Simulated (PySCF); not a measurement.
Magnetisability: SMILES F[C@@H]1CCCO[SiH2]C1, C5H11FOSi

Molfile (atoms numbered from 1):
```
C5H11FOSi
     RDKit          3D

 19 19  0  0  0  0  0  0  0  0999 V2000
   -1.5439   -2.1093   -1.0966 F   0  0  0  0  0  0  0  0  0  0  0  0
   -0.8172   -0.9608   -0.7796 C   0  0  2  0  0  0  0  0  0  0  0  0
    0.3571   -1.3944    0.0998 C   0  0  0  0  0  0  0  0  0  0  0  0
    1.6177   -0.5447   -0.0550 C   0  0  0  0  0  0  0  0  0  0  0  0
    1.5462    0.8155    0.6357 C   0  0  0  0  0  0  0  0  0  0  0  0
    0.6496    1.6853    0.0039 O   0  0  0  0  0  0  0  0  0  0  0  0
   -0.9652    1.7516    0.1012 Si  0  0  0  0  0  4  0  0  0  0  0  0
   -1.7627    0.0330   -0.1300 C   0  0  0  0  0  0  0  0  0  0  0  0
   -0.4536   -0.5872   -1.7452 H   0  0  0  0  0  0  0  0  0  0  0  0
    0.0434   -1.4083    1.1463 H   0  0  0  0  0  0  0  0  0  0  0  0
    0.6009   -2.4213   -0.1854 H   0  0  0  0  0  0  0  0  0  0  0  0
    2.4616   -1.0879    0.3751 H   0  0  0  0  0  0  0  0  0  0  0  0
    1.8243   -0.3840   -1.1151 H   0  0  0  0  0  0  0  0  0  0  0  0
    2.5296    1.2970    0.5922 H   0  0  0  0  0  0  0  0  0  0  0  0
    1.2716    0.6865    1.6889 H   0  0  0  0  0  0  0  0  0  0  0  0
   -1.4038    2.2597    1.4067 H   0  0  0  0  0  0  0  0  0  0  0  0
   -1.2156    2.6545   -1.0115 H   0  0  0  0  0  0  0  0  0  0  0  0
   -2.0994   -0.3881    0.8197 H   0  0  0  0  0  0  0  0  0  0  0  0
   -2.6504    0.1123   -0.7585 H   0  0  0  0  0  0  0  0  0  0  0  0
  1  2  1  0
  2  3  1  0
  3  4  1  0
  4  5  1  0
  5  6  1  0
  6  7  1  0
  7  8  1  0
  8  2  1  0
  2  9  1  6
  3 10  1  0
  3 11  1  0
  4 12  1  0
  4 13  1  0
  5 14  1  0
  5 15  1  0
  7 16  1  0
  7 17  1  0
  8 18  1  0
  8 19  1  0
M  END
```

Computed, not measured: GIAO HCTH407/def2-SVP magnetisability, rotational g tensor and spin-rotation constants, non-relativistic, gas phase (PySCF). Geometry: GFN2-xTB.

Problem. What are the magnetisability and the molar susceptibility?

Solution. Isotropic -1299 × 10⁻³⁰ J/T², or -78.2 × 10⁻⁶ cm³/mol; principal values -1381, -1322, -1193 × 10⁻³⁰ J/T², anisotropy 167 × 10⁻³⁰ J/T² (root of half the summed squared differences of the principal values). The susceptibility is in cgs units.

Problem. Split it along the inertial axes a, b, c into diamagnetic and paramagnetic parts about the centre of mass, with the quadrupole moment.

Solution. 
```tsv
axis	χ (10⁻⁶ cm³/mol)	diamagnetic (10⁻⁶ cm³/mol)	paramagnetic (10⁻⁶ cm³/mol)	summed x² of all electrons (Å²)	quadrupole Θ (D Å)
a	-80.6	-662.6	582.0	182.1	-10.74
b	-82.0	-891.9	809.9	128.1	+7.89
c	-72.0	-1315.9	1243.9	28.1	+2.86
```
Anisotropies 2χaa − χbb − χcc = -7.3 and 2χbb − χaa − χcc = -11.3 × 10⁻⁶ cm³/mol. Θ is traceless in Buckingham's convention.

Problem. And the rotational g tensor?

Solution. 
| axis | rotational constant (GHz) | g | nuclear part | electronic part |
| --- | --- | --- | --- | --- |
| a | 2.3190 | -0.0162 | 0.6178 | -0.6341 |
| b | 1.4714 | -0.0169 | 0.5429 | -0.5598 |
| c | 0.9721 | -0.0144 | 0.5536 | -0.5681 |

Asymmetric top; isotopes 12C, 19F, 1H, 16O, 28Si; no vibrational averaging.
